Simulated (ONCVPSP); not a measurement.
# u(r) = r·R(r): atom against pseudo-atom (He (Z = 2))

Columns: radius, all-electron u(r) and pseudo u(r) of the 1s shell (level -26.25 eV) of helium in the configuration 1s1.5; LDA (Perdew-Wang 92), scalar-relativistic, ONCV scheme, ONCVPSP 4.0.1.

| r (bohr) | all-electron | pseudo |
| --- | --- | --- |
| 0.034 | 0.1607 | 0.1226 |
| 0.068 | 0.3005 | 0.2421 |
| 0.102 | 0.4215 | 0.3562 |
| 0.136 | 0.5253 | 0.4629 |
| 0.170 | 0.6141 | 0.5614 |
| 0.204 | 0.6895 | 0.6511 |
| 0.238 | 0.7529 | 0.7315 |
| 0.272 | 0.8057 | 0.8019 |
| 0.306 | 0.8489 | 0.8607 |
| 0.340 | 0.8837 | 0.9074 |
| 0.374 | 0.9111 | 0.9410 |
| 0.408 | 0.9320 | 0.9626 |
| 0.442 | 0.9471 | 0.9737 |
| 0.476 | 0.9571 | 0.9770 |
| 0.510 | 0.9627 | 0.9752 |
| 0.544 | 0.9643 | 0.9707 |
| 0.578 | 0.9625 | 0.9649 |
| 0.612 | 0.9577 | 0.9582 |
| 0.646 | 0.9502 | 0.9503 |
| 0.680 | 0.9406 | 0.9405 |
| 0.714 | 0.9289 | 0.9289 |
| 0.748 | 0.9156 | 0.9156 |
| 0.782 | 0.9009 | 0.9009 |
| 0.816 | 0.8850 | 0.8849 |
| 0.850 | 0.8681 | 0.8680 |
| 0.884 | 0.8503 | 0.8503 |

(1) How many radial nodes do the two functions have?

(2) At about which radius was the pseudo-wave matched?

(3) Is the pseudo-wave norm-conserving?

Answers

(1) The all-electron 1s function has n − l − 1 = 0; the pseudo-wave has 0.

(2) 0.68 bohr, where the columns begin to agree (steps of 0.03 bohr).

(3) Yes: the ONCV scheme keeps the norm inside the radius equal to the all-electron one, which fixes the energy derivative of the logarithmic derivative at the level.
